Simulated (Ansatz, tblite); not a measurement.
Isomers of B$_{2}$P$_{2}$⁺ (doublet), found by a short tight-binding search and relaxed with PBE-D4/def2-TZVP in Ansatz.

The xTB rows come from tblite. Correlated methods freeze 12 core orbitals. In CCSD on the charge 1 doublet the largest single amplitude is 0.25, so its Hartree–Fock determinant may place the open shell otherwise than the density functionals do.

Run but left out: HF/def2-TZVPP, MP2/def2-TZVPP (A: ⟨S²⟩ 1.25, where a pure state has 0.75).

A: At PBE-D4/def2-TZVP, BLYP-D4/def2-TZVP the gap within one spin of the charge 1 doublet nearly closes, so an electron or hole may be smeared out by delocalisation error. At CCSD(T)/def2-TZVPP T1 of the charge 1 doublet is large (up to 0.065), so the single-reference result is doubtful. At CCSD(T)/def2-TZVPP the charge 1 doublet is spin-contaminated (final ⟨S²⟩ up to 1.25, 0.75 for a pure state). B: At CCSD(T)/def2-TZVPP the charge 1 doublet is spin-contaminated (final ⟨S²⟩ up to 0.88, 0.75 for a pure state).

Other spin states were run for one of them alone.

A:

```xyz
4

B     0.0841    0.7223    0.4590
B    -0.0852   -0.7213   -0.4603
P    -1.4491   -0.2812    0.7083
P     1.4502    0.2802   -0.7070
```

B:

Cartesian coordinates in Å:
```
B -0.8661 0.0441 0.2451
B -0.5976 0.0524 -1.3032
P 1.0575 -0.4305 -0.4383
P 0.4061 0.3340 1.4963
```

Estimate which lies lowest at each level, and how far above it the others are (kJ/mol).


```json
{"level": "GFN1-xTB", "A": "78.8", "B": "0.0"}
{"level": "GFN2-xTB", "A": "0.0", "B": "1.9"}
{"level": "PBE-D4/def2-TZVP", "A": "0.0", "B": "48.4"}
{"level": "BLYP-D4/def2-TZVP", "A": "0.0", "B": "47.4"}
{"level": "r2SCAN-D4/def2-TZVP", "A": "0.0", "B": "49.3"}
{"level": "PBE0-D4/def2-TZVP", "A": "0.0", "B": "51.0"}
{"level": "BHLYP-D4/def2-TZVP", "A": "0.0", "B": "50.9"}
{"level": "CCSD/def2-TZVPP", "A": "0.0", "B": "50.5"}
{"level": "CCSD(T)/def2-TZVPP", "A": "0.0", "B": "47.7"}
```
Point groups (tolerance 0.1 Å): A D2h, B not assigned. Lower isomers may exist.
